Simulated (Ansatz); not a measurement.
Job for Ansatz (an electronic-structure program): U-PBE0/def2-TZVPP on ZnCu, 2S+1 = 4, a spin state set in the input, which need not be the lowest.

Ansatz 0.2 input:
```yaml
crystal:
  periodic: [false, false, false]
  atoms:
    - {symbol: Cu, position_ang: [0.00000000, 0.00000000, 0.00000000]}
    - {symbol: Zn, position_ang: [0.00000000, 0.00000000, 2.41300000]}
basis:
  gaussian:
    orbitals: def2-TZVPP
hamiltonian:
  xc: {name: PBE0}
magnetization: {spin_polarized: true, initial_magnetization: 3}
relax: {f_tol: 0.002, max_steps: 120}
```

Output:

```
WARN ansatz: RAYON_NUM_THREADS=2 ignored (pool sized by the plan → 2); use --threads N
Functional definition: PBE0
integrals: 0.08 GiB planned
1043 factors; integrals over basis functions are off by at most 4.0e-4 eV
mean field: 0.95 GiB planned
mean field evaluation 1: about -93038.6164 eV, gradient 4.5e1 eV
mean field evaluation 2: about -92591.3807 eV, gradient 3.9e2 eV
mean field evaluation 4: about -93042.1050 eV, gradient 2.5e1 eV
mean field evaluation 8: about -93042.9871 eV, gradient 3.7e-1 eV
mean field evaluation 16: about -93043.1459 eV, gradient 1.0e-2 eV
mean field evaluation 32: about -93043.1459 eV, gradient 3.2e-5 eV
mean field evaluation 64: about -93043.0482 eV, gradient 2.6e0 eV
mean field -93043.14590498 eV, -3419.2725450986 hartree, gradient 3.2e-5 eV, S^2 3.756746; 9 other end points of the search recorded, 0 dependent functions left out
the calculation of the forces begins
reference -93043.14593369 eV, -3419.2725461538 hartree; 31, 28 occupied and 97, 100 virtual orbitals, 1043 factors
relax step   1: F+E_penalty+E_count = -93043.14590498 eV  Δ(F+E_penalty+E_count) = +0.000e0 eV  max|allowed force component| = 5.738e-2 eV/Å  Δτ_max = 0.0000 Å  (284 SCF iters, accepted)
these checks for a lower state are left out or cut short: starts, cluster_reference, orbital_swaps, neighbouring_geometries, increment
integrals: 0.08 GiB planned
1043 factors; integrals over basis functions are off by at most 4.0e-4 eV
mean field: 0.95 GiB planned
mean field -93043.14618897 eV, -3419.2725555350 hartree, gradient 2.0e-5 eV, S^2 3.756690; 0 other end points of the search recorded, 0 dependent functions left out
the calculation of the forces begins
reference -93043.14621770 eV, -3419.2725565907 hartree; 31, 28 occupied and 97, 100 virtual orbitals, 1043 factors
relax step   2: F+E_penalty+E_count = -93043.14618897 eV  Δ(F+E_penalty+E_count) = -2.840e-4 eV  max|allowed force component| = 2.866e-2 eV/Å  Δτ_max = 0.0033 Å  (74 SCF iters, accepted)
these checks for a lower state are left out or cut short: starts, cluster_reference, orbital_swaps, neighbouring_geometries, increment
integrals: 0.08 GiB planned
1043 factors; integrals over basis functions are off by at most 4.0e-4 eV
mean field: 0.95 GiB planned
mean field evaluation 96: about -93043.1463 eV, gradient 2.0e-5 eV
mean field -93043.14628632 eV, -3419.2725591126 hartree, gradient 2.0e-5 eV, S^2 3.756632; 0 other end points of the search recorded, 0 dependent functions left out
the calculation of the forces begins
reference -93043.14631506 eV, -3419.2725601688 hartree; 31, 28 occupied and 97, 100 virtual orbitals, 1043 factors
relax step   3: F+E_penalty+E_count = -93043.14628632 eV  Δ(F+E_penalty+E_count) = -9.735e-5 eV  max|allowed force component| = 5.791e-4 eV/Å  Δτ_max = 0.0033 Å  (76 SCF iters, accepted)
integrals: 0.08 GiB planned
1043 factors; integrals over basis functions are off by at most 4.0e-4 eV
mean field: 0.95 GiB planned
mean field evaluation 128: about -93043.1358 eV, gradient 7.9e-1 eV
mean field evaluation 160: about -93042.9528 eV, gradient 7.6e-1 eV
mean field -93043.14628632 eV, -3419.2725591126 hartree, gradient 2.0e-5 eV, S^2 3.756632; 10 other end points of the search recorded, 0 dependent functions left out
the calculation of the forces begins
reference -93043.14631506 eV, -3419.2725601688 hartree; 31, 28 occupied and 97, 100 virtual orbitals, 1043 factors
Total energy: -93043.14631506 eV, -3419.2725601688 hartree
Atom 0 at     0.000000    -0.000000    -0.006655 Å, force     0.000000     0.000000    -0.000579 eV/Å
Atom 1 at    -0.000000     0.000000     2.419655 Å, force     0.000000     0.000000     0.000579 eV/Å
Dipole moment:    -0.000000    -0.000000    -0.157627 e Å
```

The calculation finished and met its thresholds.

Cost: around 80 core-seconds (rough).
